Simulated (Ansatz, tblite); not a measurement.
Forces on Ag₂Ge at its PBE0-D4/def2-TZVP geometry. Charge 0, multiplicity 1.

In the def2 sets Ag takes a core potential; there is no spin–orbit coupling. The xTB rows come from tblite. The structure comes from a short search, and lower isomers may exist.

GFN1-xTB (tblite), largest force 0.52 eV/Å:

```xyz
3
positions Å, forces eV/Å
Ag    0.645   -0.984    1.149   -0.231    0.259   -0.388
Ag   -0.980   -0.266   -1.294    0.306    0.021    0.420
Ge    0.335    1.250    0.145   -0.075   -0.280   -0.032
```

GFN2-xTB (tblite), largest force 0.33 eV/Å:

```
Ag -0.180 0.069 -0.267
Ag 0.175 -0.088 0.265
Ge 0.005 0.019 0.002
```

r2SCAN-D4/def2-TZVP (Ansatz), largest force 0.42 eV/Å:

```
Ag -0.092 0.267 -0.196
Ag 0.200 0.138 0.243
Ge -0.109 -0.406 -0.047
```
